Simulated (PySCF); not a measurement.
Be(Br)(Et) (C₂H₅BeBr), SMILES [CH2]([Be][Br])C. Atoms are numbered in the order given.

```xyz
9

Be     0.3285    -0.5337     0.0000
Br    -0.0571     1.3974     0.0000
C      0.6618    -2.1740     0.0000
C     -0.5479    -3.1314     0.0000
H      1.3061    -2.3928    -0.8754
H      1.3061    -2.3928     0.8754
H     -1.1873    -2.9824     0.8858
H     -1.1873    -2.9824    -0.8858
H     -0.2384    -4.1904     0.0000
```
Charge 0, spin multiplicity 1.

Coordinates come from a B3LYP-D3(BJ)/def2-SVP optimisation. The structure was generated by enumeration; whether it is a known compound was not checked. The values are those of a single conformer.

Two levels are set side by side: PBE/pcSseg-1 (PySCF) and HF/pcSseg-1 (PySCF). GIAO shifts against TMS (¹H), TMS (¹³C) at the same level; non-relativistic, no solvent, atoms listed together averaged. Without spin–orbit terms, shifts of atoms bonded to Cl or Br come out too high at both levels. Differences are taken from unrounded values.

| quantity | PBE |
|---|---|
| δ(¹³C) of C3 (ppm) | 3.5 |
| δ(¹³C) of C4 (ppm) | 11.9 |
| δ(¹H) of H5, H6 (ppm) | 0.54 |

Q: These are the PBE values. What does HF give? (Estimate from the structure and the level; the computed values follow.)

A: 
| quantity | HF | PBE minus HF |
|---|---|---|
| δ(¹³C) of C3 (ppm) | 0.7 | 2.8 |
| δ(¹³C) of C4 (ppm) | 11.1 | 0.7 |
| δ(¹H) of H5, H6 (ppm) | 0.31 | 0.23 |

Rough cost on one machine, each run with all the roots and properties that it gave: HF against PBE within a factor of 2.
